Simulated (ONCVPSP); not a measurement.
**Transferability test, ONCV potential for Cd**

ONCVPSP 4.0.1 input, shortened (lines: element, Z, core and valence counts, functional; n l f; lmax; l rc ep ncon nbas qcut; lloc lpopt rc5 dvloc0; l nproj debl; icmod fcfact rcfact), Wu-Cohen, scalar-relativistic:

```
  Cd 48.00    6    4  -118130      upf
    1    0    2.00
    2    0    2.00
    2    1    6.00
    3    0    2.00
    3    1    6.00
    3    2   10.00
    4    0    2.00
    4    1    6.00
    4    2   10.00
    5    0    1.00
    2
    0    1.35    0.00    5    8    9.40
    1    1.55    0.00    3    6   11.30
    2    1.90    0.00    4    9    8.60
    4    5    0.90    6.00
    0    2    0.30
    1    2    3.30
    2    2    3.90
    3    3.75    1.60
```

Energies are relative to the spin-unpolarised reference configuration 4s2 4p6 4d10 5s1; without spin polarisation the order of configurations can differ from experiment.

(1) Give the all-electron excitation energy and the error of the potential for: 4s2 4p6 4d10 5s2; 4s2 4p6 4d10 5s0; 4s2 4p6 4d9 5s0; 4s2 4p6 4d10 5s1.5.

Answers

(1)

```tsv
valence configuration	charge	ΔE all-electron (eV)	error AE − PS (meV)
4s2 4p6 4d10 5s2	0	-9.314	+1.9
4s2 4p6 4d10 5s0	+2	17.092	-2.0
4s2 4p6 4d9 5s0	+3	55.114	+3.4
4s2 4p6 4d10 5s1.5	+0.5	-5.579	+1.0
```
